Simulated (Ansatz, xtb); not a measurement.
Two isomers of C7H4OS

We compare I, `C#Cc1ccsc1C=O`, a singlet, with II, `C#Cc1csc(C=O)c1`, a singlet. Both are isolated molecules in the gas phase, relaxed with B3LYP/def2-SVP; the shapes shown needn't be the lowest conformers.

I (Å):

```xyz
13

C    -1.7254    2.6309    3.1309
C    -1.7133    1.8649    2.1893
C    -1.7752    0.9647    1.0879
C    -3.0088    0.4581    0.5640
C    -2.8305   -0.3937   -0.4975
C    -0.6715    0.4667    0.3872
C     0.7567    0.7314    0.5982
O     1.2054    1.4578    1.4556
S    -1.1693   -0.6058   -0.8916
H    -1.7041    3.3092    3.9631
H    -3.9830    0.7272    0.9729
H    -3.5990   -0.9106   -1.0713
H     1.4319    0.1934   -0.1181
```

II (Å):

```xyz
13

C    -5.0699   -1.8071    0.5416
C    -3.8756   -1.7744    0.3269
C    -2.4700   -1.7272    0.0817
C    -1.7949   -2.5895   -0.7744
C    -0.2651   -0.9564    0.2783
C     0.9090   -0.1820    0.6869
C    -1.5727   -0.7883    0.6834
O     2.0375   -0.3790    0.2946
S    -0.1105   -2.2746   -0.8528
H    -6.1267   -1.8383    0.7297
H    -2.2352   -3.3966   -1.3587
H     0.6739    0.6354    1.4162
H    -1.8894   -0.0190    1.3893
```

Question: Estimate which is lower in electronic energy at CCSD(T)/def2-SVP + ΔMP2/def2-TZVPP, and by roughly how much.

Answer: The CCSD(T)/def2-SVP + ΔMP2/def2-TZVPP calculation puts structure II lower, by 2.5 kcal/mol.

Level by level:

| level | geometry | E(II) − E(I) (kcal/mol) | departure from the last row (kcal/mol) | job, with rough time for the two |
| --- | --- | --- | --- | --- |
| GFN2-xTB | GFN2-xTB | +0.7 | +3.2 | optimisation, 0.23 s |
| HF/STO-3G | GFN2-xTB | −1.7 | +0.8 | single point, 0.82 s |
| r2SCAN-D4/def2-SVP | GFN2-xTB | −1.9 | +0.7 | single point, 8.4 s |
| B3LYP/def2-SVP | B3LYP/def2-SVP | −2.4 | +0.2 | optimisation, 76 s |
| HF/def2-SVP | B3LYP/def2-SVP | −4.1 | −1.6 | part of the CCSD(T) run |
| MP2/def2-SVP | B3LYP/def2-SVP | −1.8 | +0.7 | part of the CCSD(T) run |
| CCSD(T)/def2-SVP | B3LYP/def2-SVP | −2.3 | +0.2 | single point |
| CCSD(T)/def2-SVP + ΔMP2/def2-TZVPP | B3LYP/def2-SVP | −2.5 |  | single point, 3.9 min |

As drawn, both hold the same kinds of bond in the same numbers.

GFN2-xTB puts the two in the other order. The largest departure from CCSD(T)/def2-SVP + ΔMP2/def2-TZVPP is that of GFN2-xTB, 3.2 kcal/mol. The last row adds to CCSD(T) the change of the MP2 difference between the two basis sets, here −0.2 kcal/mol.

With thermal terms from frequencies at re-optimised GFN2-xTB minima (ideal gas, soft modes damped towards free rotors, one conformer each, 298.15 K, 1 atm): the zero-point term adds −0.1 kcal/mol; ΔH is −2.6 and ΔG −2.7 kcal/mol.

The correlated steps freeze 13 core orbitals. Programs: Ansatz 0.2.0, xtb 6.7.1; the last row on 2 threads of Arm Neoverse V1 on a shared host.
